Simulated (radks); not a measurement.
Spherical jellium clusters: N electrons in a uniform positive sphere of charge N and radius rs N^(1/3), rs = 2.94 bohr. Calculated with a radial shooting solver with Libxc functionals: non-relativistic Kohn-Sham, exchange-only LDA, spin-polarised, spherical densities. Levels are named by radial order and angular momentum (1s, 1p, 1d, 2s, ...), and open shells are averaged over m.

N = 25, configuration 1s2 1p6 1d10 2s2 1f(up 5, down 0). This is the lowest configuration that the search found. Occupied and some empty levels:

level    occupation  eigenvalue (eV)  <r> (bohr)
1s up             1          -6.9564       5.339
1s down           1          -6.6745       4.886
1p up             3          -5.7211       6.339
1p down           3          -5.2020       6.053
1d up             5          -4.1712       7.089
1d down           5          -3.5047       6.934
2s up             1          -3.4427       6.046
2s down           1          -3.0666       6.166
1f up             5          -2.3941       7.818
1f down           0          -1.6521       7.803
2p up             0          -1.6118       7.896
2p down           0          -1.2043       8.025
1g up             0         -0.50296       8.806
2d up             0         -0.23371       11.66

Energy (eV): total -15.3905, kinetic 75.417, external -2314.2, Hartree 1130.5, exchange-correlation -94.088, background 1187.0.

Electron density:

r (bohr)  n(r) (e/bohr^3)
0.638             0.01191
1.71              0.01039
2.77             0.008925
3.84             0.008765
4.90             0.009688
5.97              0.01002
7.04             0.008235
8.10             0.004907
9.17             0.002132
10.2            0.0007696
11.3            0.0002578
12.4           0.00008217
13.4           0.00002577
